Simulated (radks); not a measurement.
Question: Gd53+, 11 electrons, occupied as [Ne] 3s1. Method: scalar-relativistic Kohn-Sham, r2SCAN, spin-polarised, spherical densities, finite nucleus; open shells are filled with parallel spins first (spin-orbit coupling, left out, can overturn this in heavy ions); meta-GGA in the generalised Kohn-Sham scheme; Fermi nuclear charge, rms radius 5.1569 fm; computed with a radial shooting solver on a logarithmic mesh with Libxc functionals. Some entries of the table are withheld. Estimate them.

| orbital | occ. | eigenvalue (eV) | <r> (bohr) |
|---|---|---|---|
| 1s up | 1 | -54232.68 | 0.02189 |
| 1s down | 1 | -54229.25 | 0.02189 |
| 2s up | 1 | -12122.69 | 0.09167 |
| 2s down | 1 | -12119.51 | 0.09167 |
| 2p up | 3 | -11245.88 | (1) |
| 2p down | 3 | -11242.16 | (2) |
| 3s up | 1 | -4995.326 | 0.2193 |
| 3s down | 0 | -4936.739 | 0.2195 |
| 3p up | 0 | -4728.559 | 0.2130 |
| 3p down | 0 | -4676.222 | 0.2130 |
| 4s up | 0 | (3) | 0.4000 |

Answer: 
(1) 2p up <r> (bohr): 0.08070
(2) 2p down <r> (bohr): 0.08069
(3) 4s up eigenvalue (eV): -2660.378
